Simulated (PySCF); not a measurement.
Si(Cl)2(F)(SiH3) (Cl₂FH₃Si₂), SMILES F[Si]([SiH3])(Cl)Cl. Atoms are numbered in the order given.

```xyz
8

F     -0.3007     1.8788     0.0000
Si    -0.0825     0.2749     0.0000
Si     2.1807    -0.2710     0.0000
Cl    -1.0177    -0.4643     1.6767
Cl    -1.0177    -0.4643    -1.6767
H      2.8223     0.2899    -1.2243
H      2.8223     0.2899     1.2243
H      2.2876    -1.7587     0.0000
```
Charge 0, spin multiplicity 1.

Coordinates come from a r2SCAN-D4/def2-SVP optimisation. The structure was generated by enumeration, and PubChem lists no compound with its InChIKey, so it may never have been made.

Two levels are set side by side: PBE/pcSseg-1 (PySCF) and KT2/pcSseg-1 (PySCF). GIAO shifts against CFCl3 (¹⁹F), HCl (³⁵Cl), TMS (²⁹Si), TMS (¹H) at the same level; non-relativistic, no solvent, atoms listed together averaged. Without spin–orbit terms, shifts of atoms bonded to Cl or Br come out too high at both levels. Differences are taken from unrounded values.

```json
[
 {"quantity": "δ(¹⁹F) of F1 (ppm)", "PBE": "-118.5"},
 {"quantity": "δ(²⁹Si) of Si2 (ppm)", "PBE": "29.8"},
 {"quantity": "δ(²⁹Si) of Si3 (ppm)", "PBE": "-104.4"},
 {"quantity": "δ(³⁵Cl) of Cl4, Cl5 (ppm)", "PBE": "187.2"},
 {"quantity": "δ(¹H) of H6, H7, H8 (ppm)", "PBE": "3.95"}
]
```

### Question
These are the PBE values. What does KT2 give? (An estimate is asked for; the answer gives what the named calculation found.)

### Answer

```tsv
quantity	KT2	PBE minus KT2
δ(¹⁹F) of F1 (ppm)	-123.8	5.3
δ(²⁹Si) of Si2 (ppm)	29.4	0.5
δ(²⁹Si) of Si3 (ppm)	-101.1	-3.4
δ(³⁵Cl) of Cl4, Cl5 (ppm)	187.0	0.2
δ(¹H) of H6, H7, H8 (ppm)	3.92	0.03
```

Rough cost on one machine, each run with all the roots and properties that it gave: KT2 against PBE within a factor of 2.
